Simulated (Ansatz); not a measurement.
`C[Si](C)(C)O` + H₂O → `C[Si](C)(O)O` + CH₄ at 400 K and 1 bar (formal hydrolysis of the Si–C bond).

Computed with Ansatz on PBE0-D4/def2-TZVP structures; ΔE is electronic, products minus reactants. CCSD(T)/CBS is the MP2 limit (def2-TZVPP, def2-QZVPP) plus CCSD(T) − MP2 in def2-TZVPP, frozen cores. This one scheme is used for every species. One conformer a species, not always the lowest.

| species | CCSD(T)/CBS energy (Eh) | H − E (kJ/mol) | S (J/(mol·K)) |
| --- | --- | --- | --- |
| `C[Si](C)(C)O` | -484.52812 | 368.5 | 416.1 |
| H₂O | -76.37941 | 69.8 | 198.6 |
| `C[Si](C)(O)O` | -520.48835 | 307.5 | 408.1 |
| CH₄ | -40.46206 | 131.3 | 197.2 |

H − E and S are ideal-gas, rigid-rotor, harmonic terms from PBE0-D4/def2-TZVP, for one conformer and one mirror image of each species. 1 Eh = 2625.50 kJ/mol, R = 8.31446 J/(mol·K).

Task: By hand: ΔE, ΔH, ΔS and ΔG.

Result: ΔE = (-520.48835) + (-40.46206) − (-484.52812) − (-76.37941) = -0.04288 Eh = -112.6 kJ/mol. Δ(H − E) = 307.5 + 131.3 − 368.5 − 69.8 = 0.5, so ΔH = -112.1 kJ/mol. ΔS = 408.1 + 197.2 − 416.1 − 198.6 = -9.4 J/(mol·K). ΔG = -112.1 − 400 × (-9.4)/1000 = -108.3 kJ/mol.

Task: By hand: the equilibrium constant, and the temperature at which ΔG would vanish if ΔH and ΔS stayed fixed.

Result: log₁₀ K = −ΔG/(RT ln 10) = 14.1. ΔG = 0 at ΔH/ΔS = 11926 K, far beyond where these terms or the molecules hold.

The number of gas molecules stays the same, so ΔS is small and ΔH decides. A doubt of 5 kJ/mol in ΔE shifts log₁₀ K by 0.7 here. Other conformers and mirror images would add mixing entropy, several J/(mol·K) or more a flexible species. These are equilibria of isolated gas molecules and say nothing of rates. Largest T1 diagnostic: 0.010 (customary marks: 0.02 for closed shells, 0.045 for open ones).
